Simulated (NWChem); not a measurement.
System: NbH3SO3; SMILES [OH][Nb]([OH])([OH])=[S]

Here is an NWChem input.

```
start job
memory heap 200 mb stack 900 mb global 1100 mb
geometry units angstroms
  Nb    -0.184972    -0.169603     0.185431
  S      1.141638     1.048986    -1.142707
  O      1.047446    -0.982318     1.219797
  H      1.796249    -1.363437     1.686559
  O     -1.021399    -1.195760    -1.037737
  H     -1.408586    -1.663686    -1.782691
  O     -1.162047     1.132315     0.957865
  H     -1.597673     1.913231     1.310322
end
basis spherical
  * library def2-svp
end
ecp
  Nb library def2-ecp
end
dft
  xc pbe0
  iterations 150
end
driver
  maxiter 120
end
task dft optimize
```

Not confirmed as a minimum by frequencies. def2 effective core potentials on Nb; no spin-orbit coupling.

The level has its own optimisation.

Q: What results follow from this input? (PBE0/def2-SVP with def2 effective core potentials on Nb.) Quantities: r Nb–S (Å); r Nb–O (Å); r H–O (Å); dipole (D).

A: The r Nb–S (Å) is 2.152 and the r Nb–O (Å) is 1.881. The r H–O (Å) is 0.962. The dipole (D) comes out as 0.37.
